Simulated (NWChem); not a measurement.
## Correlation energy of HB

```xyz
2

B      0.0000     0.0000     0.2087
H      0.0000     0.0000    -1.0435
```
Charge 0, spin multiplicity 1.

Program: NWChem. The geometry was optimised at PBE0/def2-SVP, a minimum by its harmonic frequencies.

Basis set: def2-QZVP. Each correlation energy counts from its own Hartree-Fock reference.

The correlated methods keep 1 core orbital frozen. The structure started from a generated list of species. Coupled-cluster values serve here as a point of comparison, not as the truth.

| method | correlation energy (mHa) |
|---|---|
| CCSD(T) | -103.7 |
| CR-CCSD(T) | -103.5 |
| CR-CCSD[T] | -103.5 |
| CCSD+T(CCSD) | -103.8 |
| MP2 | ___ |
| CCSD | -101.5 |
| SCS-MP2 | ___ |

Task: Fill in the missing entries.

Result: 
- MP2, correlation energy (mHa): -77.9
- SCS-MP2, correlation energy (mHa): -89.1
